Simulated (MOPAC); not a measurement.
MOPAC input (PM6):

```
PM6 1SCF CHARGE=-1 GEO-OK AUX(PRECISION=9) THREADS=1
C3HO

C    -1.98162200 1    0.05350200 1   -0.04955700 1
C    -0.64661300 1   -0.10769500 1   -0.02088100 1
C     0.61059900 1    0.08118800 1    0.01894600 1
O     1.82236800 1    0.09828200 1    0.05112500 1
H    -2.47313000 1   -0.94822800 1   -0.10005000 1
```

Output:

```
 *******************************************************************************
 **                                                                           **
 **                              MOPAC v23.2.5                                **
 **                                                                           **
 *******************************************************************************
 ** MOPAC's Digital Object Identifier: https://doi.org/10.5281/zenodo.6511958 **
 **                                                                           **
 ** Please cite the open-source release paper for use of this MOPAC version:  **
 ** J. E. Moussa and J. J. P. Stewart (2026)                                  **
 ** MOPAC: An open-source semiempirical molecular orbital program             **
 ** J. Open Source Softw., 11(119), 8025, https://doi.org/10.21105/joss.08025 **
 *******************************************************************************

                              PM6 CALCULATION RESULTS

 *******************************************************************************
 *  PM6        - The PM6 Hamiltonian to be used
 *  GEO-OK     - OVERRIDE INTERATOMIC DISTANCE AND OTHER SAFETY CHECKS
 *
 *
 *
 *                 CHARGE ON SYSTEM = -1
 *
 *
 *
 *  1SCF       - DO 1 SCF AND THEN STOP
 *  AUX        - OUTPUT AUXILIARY INFORMATION
 *******************************************************************************
PM6 1SCF CHARGE=-1 GEO-OK AUX(PRECISION=9) THREADS=1
 C3HO

   ATOM   CHEMICAL          X               Y               Z
  NUMBER   SYMBOL      (ANGSTROMS)     (ANGSTROMS)     (ANGSTROMS)

     1       C         -1.98162200  *   0.05350200  *  -0.04955700  *
     2       C         -0.64661300  *  -0.10769500  *  -0.02088100  *
     3       C          0.61059900  *   0.08118800  *   0.01894600  *
     4       O          1.82236800  *   0.09828200  *   0.05112500  *
     5       H         -2.47313000  *  -0.94822800  *  -0.10005000  *

          CARTESIAN COORDINATES

    NO.       ATOM           X           Y           Z

     1         C         -1.9816      0.0535     -0.0496
     2         C         -0.6466     -0.1077     -0.0209
     3         C          0.6106      0.0812      0.0189
     4         O          1.8224      0.0983      0.0511
     5         H         -2.4731     -0.9482     -0.1001

 General Reference for PM6:
 "Optimization of Parameters for Semiempirical Methods V: Modification of NDDO Approximations
 and Application to 70 Elements", J. J. P. Stewart, J. Mol. Mod., 13, 1173-1213 (2007)
 URL: https://link.springer.com/article/10.1007/s00894-007-0233-4

           Empirical Formula: C3 H O  =     5 atoms

      MOLECULAR POINT GROUP   :   Cs

      RHF CALCULATION, NO. OF DOUBLY OCCUPIED LEVELS = 10

 -------------------------------------------------------------------------------
 PM6 1SCF CHARGE=-1 GEO-OK AUX(PRECISION=9) THREADS=1
 C3HO

     1SCF WAS SPECIFIED, SO BFGS WAS NOT USED
     SCF FIELD WAS ACHIEVED

                              PM6 CALCULATION
                                                       MOPAC v23.2.5 Linux

          FINAL HEAT OF FORMATION =         37.85199 KCAL/MOL =     158.37274 KJ/MOL

          COSMO AREA              =         92.12 SQUARE ANGSTROMS
          COSMO VOLUME            =         73.41 CUBIC ANGSTROMS

          IONIZATION POTENTIAL    =          2.088803 EV
          HOMO LUMO ENERGIES (EV) =         -2.089  5.558
          NO. OF FILLED LEVELS    =         10
          MOLECULAR WEIGHT        =         53.0403         POINT GROUP:  Cs

          MOLECULAR DIMENSIONS (Angstroms)

            Atom       Atom       Distance
            H     5    O     4     4.42372
            C     1    H     5     0.85731
            C     2    C     3     0.00000

          SCF CALCULATIONS        =          1

   ATOM   CHEMICAL          X               Y               Z
  NUMBER   SYMBOL      (ANGSTROMS)     (ANGSTROMS)     (ANGSTROMS)

     1       C         -1.98162200  *   0.05350200  *  -0.04955700  *
     2       C         -0.64661300  *  -0.10769500  *  -0.02088100  *
     3       C          0.61059900  *   0.08118800  *   0.01894600  *
     4       O          1.82236800  *   0.09828200  *   0.05112500  *
     5       H         -2.47313000  *  -0.94822800  *  -0.10005000  *

                             CARTESIAN COORDINATES

   1    C       -1.981622000     0.053502000    -0.049557000
   2    C       -0.646613000    -0.107695000    -0.020881000
   3    C        0.610599000     0.081188000     0.018946000
   4    O        1.822368000     0.098282000     0.051125000
   5    H       -2.473130000    -0.948228000    -0.100050000

           Empirical Formula: C3 H O  =     5 atoms

      MOLECULAR POINT GROUP   :   Cs

                  EIGENVALUES
 -25.75021 -20.31513 -16.89050 -11.11858  -9.55575  -9.55139  -8.15068  -5.27052
  -4.56516  -2.08880   5.55847   7.25993   8.34308   9.29104  11.48136  12.06944
  12.62159

              NET ATOMIC CHARGES AND DIPOLE CONTRIBUTIONS

  ATOM NO.   TYPE          CHARGE      No. of ELECS.   s-Pop       p-Pop
    1          C          -0.164325        4.1643     1.45896     2.70536
    2          C          -0.615200        4.6152     1.12708     3.48812
    3          C           0.374451        3.6255     1.07691     2.54864
    4          O          -0.595304        6.5953     1.85436     4.74094
    5          H           0.000377        0.9996     0.99962
 DIPOLE           X         Y         Z       TOTAL
 POINT-CHG.    -0.422     0.224    -0.003     0.478
 HYBRID         1.524    -1.382    -0.012     2.057
 SUM            1.101    -1.157    -0.015     1.598

          ATOMIC ORBITAL ELECTRON POPULATIONS

     Atom    s        px        py        pz
    1  C   1.45896   1.00861   1.29296   0.40379
    2  C   1.12708   1.00283   1.17563   1.30965
    3  C   1.07691   0.85017   1.03721   0.66126
    4  O   1.85436   1.28138   1.83274   1.62682
    5  H   0.99962

 **********************
 *                    *
 * JOB ENDED NORMALLY *
 *                    *
 **********************

 == MOPAC DONE ==
```

The dipole moment of an ion depends on the origin.

The geometry given is a B3LYP-D3(BJ)/def2-TZVP minimum.
